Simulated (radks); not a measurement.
Question: All-electron atom: F in [He] 2s2 2p5 (the NIST ground configuration). All-electron calculation, scalar-relativistic Kohn-Sham, PBE, spin-polarised, spherical densities, finite nucleus; open shells are filled with parallel spins first; Fermi nuclear charge, rms radius 2.8976 fm. Program: a radial shooting solver on a logarithmic mesh with Libxc functionals. Some entries of the table are withheld. Estimate them.

| orbital | occ. | eigenvalue (eV) | <r^2> (bohr^2) |
|---|---|---|---|
| 1s up | 1 | -663.6176 | 0.04202 |
| 1s down | 1 | -662.9088 | 0.04193 |
| 2s up | 1 | -30.6717 | 1.215 |
| 2s down | 1 | -28.9661 | 1.246 |
| 2p up | 3 | -11.8538 | (1) |
| 2p down | 2 | -10.2253 | (2) |

Answer: 
(1) 2p up <r^2> (bohr^2): 1.583
(2) 2p down <r^2> (bohr^2): 1.714
